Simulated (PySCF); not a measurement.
SeH: mean field, correlation and small terms against distance

State: ²Π, doublet, unpaired electrons π ↑. ROHF-based CCSD(T) in PySCF 2.14 with H aug-cc-pVTZ, Se aug-cc-pVTZ-PP with ECP10 and H aug-cc-pVQZ, Se aug-cc-pVQZ-PP with ECP10 (frozen core orbitals: 9; scalar-relativistic core potentials). Correlation energies are extrapolated as n⁻³ (n = 3, 4), Hartree–Fock as (n+1)·exp(−9√n). CV is the change on freezing 4 orbitals instead, in H cc-pVTZ, Se cc-pwCVTZ-PP with ECP10. All energies in eV from H + Se.

| R (Å) | HF/CBS | CCSD corr. | (T) | CV | total |
| --- | --- | --- | --- | --- | --- |
| 1.3010 | -1.894 | -1.034 | -0.0369 | -0.0534 | -3.019 |
| 1.3601 | -2.128 | -1.048 | -0.0398 | -0.0390 | -3.255 |
| 1.4192 | -2.233 | -1.064 | -0.0430 | -0.0274 | -3.368 |
| 1.4784 | -2.240 | -1.082 | -0.0465 | -0.0180 | -3.387 |
| 1.5375 | -2.172 | -1.103 | -0.0502 | -0.0105 | -3.335 |
| 1.6114 | -2.010 | -1.132 | -0.0553 | -0.0031 | -3.201 |
| 1.6853 | -1.788 | -1.166 | -0.0610 | 0.0023 | -3.012 |

A fit to the total gives Re = 1.4624 Å, De = 3.389 eV, ωe = 2427.3 cm⁻¹, Be = 7.920 cm⁻¹ (masses 1.0078 and 79.9165 u).

At R = 1.4784 Å the CCSD correlation energy is -0.162364 hartree in the smaller basis and -0.171633 in the larger. Extrapolate it.

(4³·E4 − 3³·E3)/(4³ − 3³) = -0.17840 hartree; the larger basis holds 96.2 % of it.

The T1 diagnostic is 0.016. The state was picked by a PBE0 search and need not be the measured ground state. Spin–orbit coupling, excitations beyond (T) and corrections to the Born–Oppenheimer picture are left out.
